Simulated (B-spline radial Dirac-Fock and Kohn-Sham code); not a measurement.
**Two-hole binding energies of Cd⁶⁺**

System: cadmium as Cd⁶⁺, configuration [Kr] 4d6.

The run's input, task.json:

```json
{"items": [{
  "Z": 48,
  "q": 6,
  "cfg": [[1, 0, 2], [2, 0, 2], [2, 1, 6], [3, 0, 2], [3, 1, 6], [3, 2, 10], [4, 0, 2], [4, 1, 6], [4, 2, 6]],
  "A": 114,
  "rrms": 4.6087,
  "do": ["binding", "quiet", "double"]
}]}
```

Launch: `python xray_run.py task.json out`

These are calculated numbers from an atomic code on a B-spline grid; the model is Dirac-Fock (average of configuration) total-energy differences with a finite nucleus, the Breit interaction including its frequency dependence, and self-energy and vacuum-polarisation corrections. U is the two-hole binding energy less the two single-hole energies, the effective repulsion of the holes after relaxation. Each two-hole energy is an average over J within one jj subconfiguration.

```
          holes  E(a) (eV)  E(b) (eV)  E(ab) (eV)  U (eV)
           1s⁻²    26823.0    26823.0     54415.0   768.9
   1s⁻¹ 2p1/2⁻¹    26823.0     3841.5     30885.0   220.5
   1s⁻¹ 3p3/2⁻¹    26823.0      730.8     27620.1    66.3
   1s⁻¹ 3d3/2⁻¹    26823.0      521.6     27406.3    61.6
        2p1/2⁻²     3841.5     3841.5      7843.5   160.6
        2p3/2⁻²     3651.7     3651.7      7448.5   145.2
   2s⁻¹ 3p1/2⁻¹     4137.9      765.6      4963.0    59.5
   2s⁻¹ 3p3/2⁻¹     4137.9      730.8      4926.7    58.0
   2s⁻¹ 3d5/2⁻¹     4137.9      514.9      4714.2    61.4
   2p3/2⁻¹ 3s⁻¹     3651.7      884.5      4594.3    58.1
2p3/2⁻¹ 3p1/2⁻¹     3651.7      765.6      4478.4    61.2
2p1/2⁻¹ 3d3/2⁻¹     3841.5      521.6           ?       ?
2p1/2⁻¹ 3d5/2⁻¹     3841.5      514.9      4419.0    62.7
3p1/2⁻¹ 3p3/2⁻¹      765.6      730.8      1542.2    45.9
```

Q: Give the missing two-hole energy and U.

A: E(ab) = 4423.7 eV and U = 60.6 eV.

Run: 37 s of CPU time on 1 thread of Intel(R) Xeon(R) Platinum 8375C CPU @ 2.90GHz (shared host), peak memory 0.42 GiB.
